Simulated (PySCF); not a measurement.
**Vertical excitation energies**

Species: p-phenylenediamine, C6H8N2.
Numbering: `[NH2:1][c:2]1[cH:3][cH:4][c:5]([NH2:6])[cH:7][cH:8]1` (hydrogens: H9, H10 on N1; H11 on C3; H12 on C4; H13, H14 on N6; H15 on C7; H16 on C8)

Method: TDDFT PBE0/def2-SVPD, vertical, gas phase, core orbitals frozen in the response in PySCF. Geometry: GFN2-xTB; no solvent, vibrations or thermal averaging. Torsions of this conformer, `[NH2:1][c:2]1[cH:3][cH:4][c:5]([NH2:6])[cH:7][cH:8]1`: H–N1–C2–C3 -159°, H–N1–C2–C3 -24°, H–N6–C5–C4 25°, H–N6–C5–C4 159°.

| state | E (eV) | E (hartree) | f | symmetry | main configurations (H = HOMO, L = LUMO) |
| --- | --- | --- | --- | --- | --- |
| S1 | 4.16 | 0.1530 | 0.046 | B1 or B2 | H→L (95%) |
| S2 | 4.89 | 0.1799 | 0.035 | B1 or B2 | H→L+1 (58%), H→L+3 (40%) |
| S3 | 5.02 | 0.1844 | 0.0039 | A1 | H→L+2 (98%) |
| S4 | 5.32 | 0.1956 | 0.229 | B1 or B2 | H→L+3 (56%), H→L+1 (36%) |
| S5 | 5.51 | 0.2025 | 0.0000 | – | H→L+4 (99%) |
| S6 | 5.88 | 0.2163 | 0.0014 | – | H→L+5 (98%) |

Triplets, Tamm–Dancoff:

```csv
state,E (eV),λ (nm),"main configurations (H = HOMO, L = LUMO)"
T1,3.21,386.1,H→L (98%)
T2,3.65,339.6,"H→L+1 (70%), H→L+3 (17%), H-1→L (9%)"
```

The lowest singlet lies at 4.16 eV (298 nm, ultraviolet) and is of moderate strength; its leading configuration is HOMO→LUMO (95%). The most intense listed level is S4 at 5.32 eV (233 nm, f = 0.229), 1.16 eV above S1. Löwdin shares by element: HOMO nitrogen 36%, carbon 26% or more (atoms not listed hold the other 37%); LUMO carbon 72% or more (atoms not listed hold the other 28%). Orbital energies (eV): HOMO-3 -9.47, HOMO-2 -7.62, HOMO-1 -7.10, HOMO -5.07, LUMO -0.02, LUMO+1 0.73, LUMO+2 1.02. Of the 6 states listed, 3 reach f = 0.01 and 1 stays under 0.0005. Weighted by f, the mean energy of these states is 5.10 eV. Symmetry labels in C2v follow from the direction of the transition dipole and are given only for states with f of 0.002 or more; B1 and B2 swap with the choice of axes. Only the lowest 6 singlets were computed, as vertical energies without vibronic structure.
